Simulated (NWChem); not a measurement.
Species: AlH3SeO2; SMILES [Al]([OH])([OH])[SeH]

```xyz
7

Al    -0.0127     0.9818     0.0000
O     -1.4224     1.9244     0.0000
H     -2.3338     1.6317     0.0000
O      1.5044     1.7389     0.0000
H      1.6312     2.6892     0.0000
Se    -0.0360    -1.3250     0.0000
H      1.4358    -1.3410     0.0000
```
Atoms are numbered in this order, from 1.

All runs: NWChem. Structure relaxed at the PBE0/def2-SVP level. Total energies compare along this basis series because the functional is fixed.

```
level              basis functions  energy (Ha)  highest occupied level (eV)  orbital gap (eV)  dipole (D)
-----------------  ---------------  -----------  ---------------------------  ----------------  ----------
B3LYP/cc-pVDZ                   88   -2796.4139                        -6.82              6.28        1.14
B3LYP/aug-cc-pVDZ              136   -2796.4462                        -7.06              5.77        1.02
B3LYP/cc-pVTZ                  179   -2796.5740                        -7.01              6.18        1.16
B3LYP/aug-cc-pVTZ              270   -2796.5805                        -7.08              5.80        1.05
```
